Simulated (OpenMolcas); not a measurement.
## Re4+ in a point-charge field

Re4+ among 3 point charges of -1.95 e arranged as a planar triangle (D3h), 2.13 Å from the ion.

* Program: OpenMolcas 26.06
* Method: SS-CASPT2, IPEA 0.25 Eh, imaginary shift 0.1 Eh (closed shells correlated: 4f 5s 5p)
* Basis: ANO-RCC-VDZP [7s6p4d2f1g]
* Scalar Hamiltonian: DKH2, point nucleus
* Active space: 3 electrons in 5 orbitals (5d)
* State averaging: 2S+1 = 4 even, 10 roots; 2S+1 = 2 even, 40 roots
* Spin-orbit coupling: RASSI with atomic mean-field integrals over the reference wave functions

The lowest spin-free states (labels of D3, the rotations of D3h), above the lowest:

| State | Degeneracy | E (cm-1) | Free-ion L (%) |
| --- | --- | --- | --- |
| 4A2 | 1 | 0 | P (57) |
| 4A1 | 1 | 4930 | F (100) |
| 4A2 | 1 | 4950 | F (100) |
| 4E | 2 | 7960 | F (84) |
| 4E | 2 | 9710 | F (100) |
| 2A2 | 1 | 13040 | H (83) |
| 2E | 2 | 13320 | H (75) |
| 2E | 2 | 13520 | D (32) |
| 2E | 2 | 14510 | G (42) |
| 2A1 | 1 | 16480 | G (90) |
| 2E | 2 | 17870 | H (54) |
| 2A1 | 1 | 18350 | G (84) |
| 2A2 | 1 | 18350 | G (84) |
| 2E | 2 | 18620 | G (51) |
| 4A2 | 1 | 21500 | F (57) |
| 2E | 2 | 22710 | G (84) |
| 2A1 | 1 | 23820 | H (84) |
| 2A2 | 1 | 23890 | H (85) |
| 2A2 | 1 | 24500 | P (95) |
| 2E | 2 | 24520 | D (53) |

The lowest levels with spin-orbit coupling:

| E (cm-1) | Degeneracy | Label | 2S+1 | g |
| --- | --- | --- | --- | --- |
| 0 | 2 | E3/2 | 4 (75 %) | 0.00 0.00 2.46 |
| 2120 | 2 | E1/2 | 4 | 1.11 1.11 1.51 |
| 3560 | 2 | E3/2 | 4 | 0.00 0.00 3.33 |
| 6690 | 2 | E1/2 | 4 | 0.01 0.01 4.40 |
| 8110 | 2 | E1/2 | 4 (86 %) | 0.52 1.74 1.74 |
| 10230 | 2 | E1/2 | 4 (82 %) | 0.38 0.38 3.21 |
| 10810 | 2 | E3/2 | 4 (87 %) | 0.00 0.00 3.02 |
| 11440 | 2 | E1/2 | 4 | 0.01 0.01 7.96 |
| 12200 | 2 | E1/2 | 2 (56 %) | 0.12 1.66 1.66 |
| 12980 | 2 | E1/2 | 4 (84 %) | 0.00 0.00 6.50 |
| 13710 | 2 | E3/2 | 2 (63 %) | 0.00 0.00 3.11 |
| 15430 | 2 | E3/2 | 4 (88 %) | 0.00 0.00 11.71 |
| 15580 | 2 | E1/2 | 2 (54 %) | 0.01 0.01 6.15 |
| 16310 | 2 | E1/2 | 2 (58 %) | 0.79 3.49 3.49 |
| 16800 | 2 | E3/2 | 2 (76 %) | 0.00 0.00 2.96 |
| 17880 | 2 | E1/2 | 4 (71 %) | 0.01 0.01 9.30 |
| 19740 | 2 | E3/2 | 4 (51 %) | 0.00 0.00 3.28 |
| 20090 | 2 | E1/2 | 2 (72 %) | 0.72 2.97 2.97 |
| 20660 | 2 | E3/2 | 2 (69 %) | 0.00 0.00 3.95 |
| 21260 | 2 | E1/2 | 2 (55 %) | 0.02 0.02 5.62 |

Powder χT (cm3 K/mol): 0.19 at 2 K, 0.191 at 10 K, 0.196 at 50 K, 0.203 at 100 K, 0.217 at 200 K, 0.231 at 300 K. The effective moment at 300 K is 2.828 √(χT) = 1.36 μB.

Roots that are degenerate in the reference are averaged as groups; the widest CASPT2 spread within a group is 120 cm-1 (the 2-fold group of multiplicity 4 near 9710 cm-1 above the lowest state of its run). Shifts and gaps below about the spread of the groups concerned are not significant. Spin-orbit coupling mixes the spin-free states strongly: the lowest level takes only 22 % from its leading state, 4A2. Free-ion shares, where given, are those of the reference states; single-state CASPT2 does not remix them. Point charges carry no covalency, so the field is a model and not that of real ligands. No measured value stands beside these numbers.
